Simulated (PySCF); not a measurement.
A structure optimised at ωB97X-D3(BJ)/def2-SVP, used in a PySCF frequency run:

```
C
O 1 1.1942
O 1 1.3767 2 122.10
B 3 1.3711 1 123.87 2 23.01
F 4 1.3174 3 122.98 1 26.19
F 4 1.3203 5 119.14 3 -176.11
C 1 1.5020 2 126.86 3 -177.97
H 7 1.0962 1 109.69 2 0.82
H 7 1.1001 8 110.51 1 -120.80
H 7 1.1006 8 110.34 9 -118.58
```
Charge 0, spin multiplicity 1.

Write its SMILES and formula.

CC(=O)OB(F)F, C2H3BF2O2

What are its rotational constants (standard atomic weights)?

5.4757, 1.7102, 1.4142 GHz
